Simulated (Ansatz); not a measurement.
`N[SiH2][SbH][OH]`, relaxed with RKS PBE0-D4/def2-TZVP in Ansatz 0.2.0 from a PBE-D4/def2-SVP geometry. The force threshold is 0.005 eV/Å; the program also tests the step.

The species carries charge 0 and has multiplicity 1. Sb: def2 effective core potential.

Start:

```xyz
10

N    -1.109   -1.146   -1.269
Si   -0.416   -0.762    0.294
Sb    1.680    0.710   -0.185
O     1.416    1.764    1.546
H    -1.456   -0.370   -1.839
H    -1.755   -1.938   -1.331
H    -0.030   -2.076    0.919
H    -1.275   -0.015    1.293
H     0.651    1.706   -1.196
H     2.295    2.127    1.769
```

| step | energy (eV) | largest force (eV/Å) | largest move (Å) |
| --- | --- | --- | --- |
| 1 | -18045.8179 | 1.046 | 0.000 |
| 2 | -18045.8746 | 0.423 | 0.077 |
| 3 | -18045.8908 | 0.194 | 0.054 |
| 4 (rejected) | -18045.8840 | 0.304 | 0.078 |
| 5 | -18045.8942 | 0.082 | 0.038 |
| 6 | -18045.8944 | 0.052 | 0.049 |
| 7 | -18045.8951 | 0.007 | 0.021 |
| 8 | -18045.8951 | 0.007 | 0.007 |
| 9 | -18045.8951 | 0.002 | 0.004 |

End:

```xyz
10

N    -1.131   -1.112   -1.230
Si   -0.424   -0.757    0.300
Sb    1.659    0.692   -0.171
O     1.427    1.764    1.485
H    -1.471   -0.366   -1.815
H    -1.681   -1.948   -1.349
H    -0.048   -2.064    0.900
H    -1.279   -0.027    1.282
H     0.671    1.699   -1.160
H     2.277    2.118    1.758
```

It took 24 s on 4 threads of an Arm Neoverse V2 on a shared host, with 0.46 GiB of host memory at the peak.
